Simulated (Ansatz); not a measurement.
Frontier orbitals of CH4AlClO2 (`C[O][Al]([OH])[Cl]`).

Charge 0, multiplicity 1. The structure was optimised at the PBE0-D4/def2-TZVP level. It is one conformer, not always the lowest. Basis def2-TZVPP, Ansatz 0.2.0.

```
functional  HOMO (eV)  LUMO (eV)  gap (eV)
       PBE      -6.83      -1.48      5.35
    revPBE      -6.77      -1.33      5.44
      PBE0      -8.38      -0.60      7.78
   r2SCAN0      -8.61      -0.32      8.29
   ωB97M-V     -10.80       1.02     11.82
```

Against PBE, PBE0 changes HOMO and LUMO by −1.55 and +0.87 eV, ωB97M-V by −3.97 and +2.50 eV. A gap of 5.35 eV thus becomes 11.82 eV for the same molecule, so an orbital gap means little without its functional. A positive LUMO is unbound and depends on the basis.
